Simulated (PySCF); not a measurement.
Se(OH)(OSiH3) (H4O2SeSi), SMILES O[Se]O[SiH3]. Atoms are numbered in the order given.

```xyz
8

Se    -0.1715     0.7449     0.5834
O     -1.8850     0.1500     0.4961
H     -2.1440     0.2073    -0.4472
O      0.7769    -0.7943     0.2444
Si     0.9798    -1.1752    -1.4053
H     -0.3551    -1.2307    -2.1035
H      1.6249    -2.5295    -1.4325
H      1.8516    -0.1660    -2.1011
```
Charge 0, spin multiplicity 1.

The structure is a stationary point at PBE-D3(BJ)/def2-SVP. One conformer was computed; it need not be the lowest.

Level of theory: PBE/def2-TZVP (PySCF).

ESP charges are fitted to the potential on shells at 1.4 to 2.0 van der Waals radii. Atomic charges (e):

```tsv
atom	Löwdin	ESP fit	meta-Löwdin	Mulliken
Se1	0.35	0.17	0.58	0.29
O2	-0.27	-0.42	-0.60	-0.43
H3	0.16	(withheld)	0.35	0.32
O4	-0.19	(withheld)	-0.69	-0.37
Si5	0.08	0.24	0.65	0.28
H6	-0.05	(withheld)	-0.11	-0.05
H7	-0.04	(withheld)	-0.08	-0.02
H8	-0.04	(withheld)	-0.09	-0.03
```

Task: Complete the blanks. (The exact figures need the calculation; the answer reports its results.)

Result: 
- H3, ESP fit: 0.36
- O4, ESP fit: -0.23
- H6, ESP fit: -0.06
- H7, ESP fit: -0.01
- H8, ESP fit: -0.05

Computed Mayer and Wiberg (Löwdin basis) orders of the bonds:
```
bond    Mayer  Wiberg
------  -----  ------
Se1–O2   1.08    1.62
O2–H3    0.89    1.06
Se1–O4   0.98    1.46
O4–Si5   1.08    1.57
Si5–H6   0.93    0.97
Si5–H7   0.94    0.96
Si5–H8   0.93    0.97
```
